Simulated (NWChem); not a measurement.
System: C$_{3}$H$_{5}$ClSi; SMILES [SiH3]C=C=CCl

Parts of the log:

```
             Northwest Computational Chemistry Package (NWChem) 7.3.0
             --------------------------------------------------------

                             Geometry "geometry" -> ""
                             -------------------------

 Output coordinates in angstroms (scale by  1.889725989 to convert to a.u.)

  No.       Tag          Charge          X              Y              Z
 ---- ---------------- ---------- -------------- -------------- --------------
    1 Si                  14.0000     0.41300600     2.50552700    -0.08566400
    2 C                    6.0000    -0.71858100     1.13230500     0.52124900
    3 C                    6.0000    -0.68684900    -0.07892900     0.02542000
    4 C                    6.0000    -0.63562600    -1.27477700    -0.50568100
    5 Cl                  17.0000     0.39628100    -2.53345100     0.09485200
    6 H                    1.0000     1.28894100     1.97759700    -1.16979100
    7 H                    1.0000     1.24629200     3.01097300     1.04735600
    8 H                    1.0000    -0.40809500     3.64312000    -0.60201400
    9 H                    1.0000    -1.43517000     1.34724000     1.32816000
   10 H                    1.0000    -1.24703900    -1.56417500    -1.36467600

 Effective nuclear repulsion energy (a.u.)     227.8972760545

                                 NWChem DFT Module
                                 -----------------

 Summary of "ao basis" -> "ao basis" (spherical)
 ------------------------------------------------------------------------------
       Tag                 Description            Shells   Functions and Types
 ---------------- ------------------------------  ------  ---------------------
 Si                         def2-svp                 8       18   4s3p1d
 C                          def2-svp                 6       14   3s2p1d
 Cl                         def2-svp                 8       18   4s3p1d
 H                          def2-svp                 3        5   2s1p

 in cosmo_initialize ...
 calling solv_data for solv:h2o

 solvent parameters
 solvname_short: h2o
 solvname_long:  water
 dielec:       78.4000
 dielecinf:     1.7769
 aqueous SMD model solvent descriptors
 dielec:       78.4000
 sola:          0.8200

          ---------------
          -cosmo- solvent
          ---------------
 Cosmo: York-Karplus, doi: 10.1021/jp992097l
 dielectric constant -eps-     =  78.40
 screen = (eps-1)/(eps    )    =   0.98724
 surface charge correction     = lagrangian

   van der Waals surface
 --------------------------

[...]

                                COSMO-SMD solvation results
                                ---------------------------

             internal energy in gas <Psi(g)|H|Psi(g)> =      -866.206010852414
         internal energy in solvent <Psi(s)|H|Psi(s)> =      -866.205337597363
                               delta internal energy  =         0.000673255051 (    0.42 kcal/mol)
   total free energy in solvent <Psi(s)|H+V/2|Psi(s)> =      -866.210091396868
 polarization energy contribution <Psi(s)|V/2|Psi(s)> =        -0.004753799505 (   -2.98 kcal/mol)
    total free energy in solvent including G(SMD-CDS) =      -866.203451331643
                       G(SMD-CDS) energy contribution =         0.006640065225 (    4.17 kcal/mol)
     1 M fixed-concentration free energy of solvation =         0.002559520771 (    1.61 kcal/mol)

                       DFT Final Molecular Orbital Analysis
                       ------------------------------------

 Vector   25  Occ=2.000000D+00  E=-3.291243D-01
              MO Center=  2.6D-01, -2.4D+00,  4.2D-03, r^2= 1.6D+00
   Bfn.  Coefficient  Atom+Function         Bfn.  Coefficient  Atom+Function
  ----- ------------  ---------------      ----- ------------  ---------------
    73      0.453534   5 Cl pz               72      0.379120   5 Cl py
    70      0.336859   5 Cl pz               69      0.266959   5 Cl py
    71      0.236809   5 Cl px               67      0.194643   5 Cl pz
    68      0.181789   5 Cl px               99      0.158496  10 H  s
    66      0.155193   5 Cl py               65      0.104662   5 Cl px

 Vector   26  Occ=2.000000D+00  E=-3.014105D-01
              MO Center= -4.8D-01,  7.2D-01,  2.0D-01, r^2= 3.6D+00
   Bfn.  Coefficient  Atom+Function         Bfn.  Coefficient  Atom+Function
  ----- ------------  ---------------      ----- ------------  ---------------
    22      0.259371   2 C  px               24      0.256709   2 C  pz
    36      0.248552   3 C  px               38      0.248840   3 C  pz
    25      0.176797   2 C  px               27      0.169469   2 C  pz
    39      0.164927   3 C  px               72     -0.153649   5 Cl py
    89      0.144741   8 H  s                84     -0.143977   7 H  s

 Vector   27  Occ=2.000000D+00  E=-2.627518D-01
              MO Center= -3.2D-01, -8.6D-01, -4.4D-02, r^2= 3.7D+00
   Bfn.  Coefficient  Atom+Function         Bfn.  Coefficient  Atom+Function
  ----- ------------  ---------------      ----- ------------  ---------------
    71      0.298105   5 Cl px               50     -0.257367   4 C  px
    73     -0.254143   5 Cl pz               36     -0.235575   3 C  px
    52      0.219368   4 C  pz               68      0.198339   5 Cl px
    38      0.196324   3 C  pz               39     -0.169724   3 C  px
    53     -0.170443   4 C  px               70     -0.168989   5 Cl pz

 Vector   28  Occ=0.000000D+00  E=-3.441137D-02
              MO Center= -4.6D-01,  1.5D-01,  1.2D-01, r^2= 4.1D+00
   Bfn.  Coefficient  Atom+Function         Bfn.  Coefficient  Atom+Function
  ----- ------------  ---------------      ----- ------------  ---------------
    27      0.336170   2 C  pz               72      0.326888   5 Cl py
    25      0.309927   2 C  px               39     -0.292170   3 C  px
    38     -0.275961   3 C  pz               36     -0.269200   3 C  px
    41     -0.243333   3 C  pz               24      0.237775   2 C  pz
    22      0.234894   2 C  px               85     -0.231822   7 H  s

 Vector   29  Occ=0.000000D+00  E= 3.849148D-03
              MO Center= -5.5D-01, -1.2D-01, -5.5D-02, r^2= 4.2D+00
   Bfn.  Coefficient  Atom+Function         Bfn.  Coefficient  Atom+Function
  ----- ------------  ---------------      ----- ------------  ---------------
    53     -0.426038   4 C  px               39      0.412407   3 C  px
    55      0.369724   4 C  pz               95      0.359232   9 H  s
    41     -0.330119   3 C  pz               36      0.308947   3 C  px
     3     -0.293918   1 Si s                50     -0.288520   4 C  px
    38     -0.272496   3 C  pz               11      0.263805   1 Si px

 Vector   30  Occ=0.000000D+00  E= 4.636104D-02
              MO Center=  3.4D-01,  2.4D+00, -6.4D-02, r^2= 4.6D+00
   Bfn.  Coefficient  Atom+Function         Bfn.  Coefficient  Atom+Function
  ----- ------------  ---------------      ----- ------------  ---------------
    21      1.532140   2 C  s                12      1.059811   1 Si py
    11      0.846701   1 Si px               95     -0.490319   9 H  s
    85     -0.440882   7 H  s                13     -0.390039   1 Si pz
    90     -0.388030   8 H  s                26      0.339044   2 C  py
    80     -0.312369   6 H  s                 3      0.281325   1 Si s

     Multipole analysis of the density
     ---------------------------------

     L   x y z        total         alpha         beta         nuclear
     -   - - -        -----         -----         ----         -------
     0   0 0 0     -0.000000    -27.000000    -27.000000     54.000000

     1   1 0 0     -0.475833      0.029051      0.029051     -0.533935
     1   0 1 0      0.589684      1.149886      1.149886     -1.710089
     1   0 0 1     -0.091539      0.050464      0.050464     -0.192467

     2   2 0 0    -32.743782    -52.808369    -52.808369     72.872957
     2   1 1 0      0.384404     -4.373056     -4.373056      9.130517
     2   1 0 1      0.101451      0.838188      0.838188     -1.574926
     2   0 2 0    -34.062488   -454.470464   -454.470464    874.878441
     2   0 1 1      1.891687     -4.192780     -4.192780     10.277247
     2   0 0 2    -32.361762    -33.818688    -33.818688     35.275615
```

Level: PBE0/def2-SVP, SMD on the gas-phase geometry. All runs use the structure optimised with PBE0/def2-SVP. Solvent: water.

Q: Which NWChem input produces such a log?

A: Several could match; the one computed here: the input that was run:
```
start job
memory heap 200 mb stack 900 mb global 1100 mb
geometry units angstroms noautosym nocenter noautoz
  Si     0.413006     2.505527    -0.085664
  C     -0.718581     1.132305     0.521249
  C     -0.686849    -0.078929     0.025420
  C     -0.635626    -1.274777    -0.505681
  Cl     0.396281    -2.533451     0.094852
  H      1.288941     1.977597    -1.169791
  H      1.246292     3.010973     1.047356
  H     -0.408095     3.643120    -0.602014
  H     -1.435170     1.347240     1.328160
  H     -1.247039    -1.564175    -1.364676
end
basis spherical
  * library def2-svp
end
dft
  xc pbe0
  iterations 150
end
cosmo
  do_cosmo_smd true
  solvent water
end
task dft energy
```
